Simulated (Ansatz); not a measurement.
Computed with Ansatz.

A structure relaxed at PBE0-D4/def2-TZVP, charge 0, multiplicity 1:

```xyz
5

F    -1.240   -1.296    0.656
Sn   -0.033   -0.010   -0.015
F    -0.836    0.663   -1.584
Cl    0.185    1.672    1.495
Cl    1.924   -1.028   -0.552
```

Question: Give its formula and SMILES.

Answer: Cl2F2Sn, `[F][Sn]([F])([Cl])[Cl]`.

Question: Point group (tolerance 0.08 Å, 0.16 Å for H)?

Answer: C2v.

Question: Summarise the bond lengths by kind.

Answer: 2 × F–Sn 1.887 Å; 2 × Cl–Sn 2.271 Å.
